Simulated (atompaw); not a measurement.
# Before and after: PAW (atompaw) potential for Mg (Z = 12)

atompaw 4.2.0.5 input, output lines left out:

```
Mg 12
GGA-PBESOL scalarrelativistic loggrid 1500 logderivrange -9 5 351
3 3 0 0 0 0
3 0 0
3 1 0
0 0 0
c
v
v
v
v
2
1.40 1.40 1.40 1.10
n
n
y
0.1
y
1.35
n
custom polynom vanderbiltortho besselshape
bessel
0.80
1.40
0.90
1.40
1.40
1.40
```

All-electron outer shells of the reference configuration (PBEsol, scalar-relativistic, ld1.x):

```
shell  level (eV)  outermost node (bohr)  outermost maximum (bohr)
   2s      -99.66                   0.18                      0.55
   2p      -66.58                      –                      0.48
   3s      -18.04                   0.88                      2.15
   3p      -12.72                   0.91                      2.50
```

Change: all radii scaled by about 0.88 (s 0.70, p 0.80, d 1.24 bohr); local potential bessel scheme, radius 1.24 bohr; augmentation besselshape compensation charge, radius 1.24 bohr; PAW radius 1.24 bohr; waves and projectors: custom polynom vanderbiltortho; core correction smooth core density matched at 0.98 bohr.

Cutoffs: the cutoffs (Ry, on a coarse ladder) from which the occupation-weighted sum of valence levels, in a spherical-Bessel basis at the reference potential, stays within 10 and 1 mRy of its value at 400 Ry; they do not see the model core or the augmentation charge, which bear on the density cutoff.

Problem. What does the change do?

Solution. The potential gets harder (140 Ry and 180 Ry → 160 Ry and 230 Ry); neither file shows a bound ghost. A smaller radius makes the pseudo-wave follow the all-electron one further in, where it bends more sharply, so more plane waves are needed.

| quantity | base | changed |
| --- | --- | --- |
| cutoff, loose | 140 Ry | 160 Ry |
| cutoff, tight | 180 Ry | 230 Ry |
| loose cutoff by channel (10 mRy a level) | s 45 Ry, p 80 Ry | s 40 Ry, p 100 Ry |
| bound ghosts | none | none |
| lowest overlap eigenvalue by channel | s 0.62, p 0.52, d 0.99 | s 0.76, p 0.46, d 0.99 |

 The cutoffs see the waves, projectors and local potential, not the compensation charge or the core.
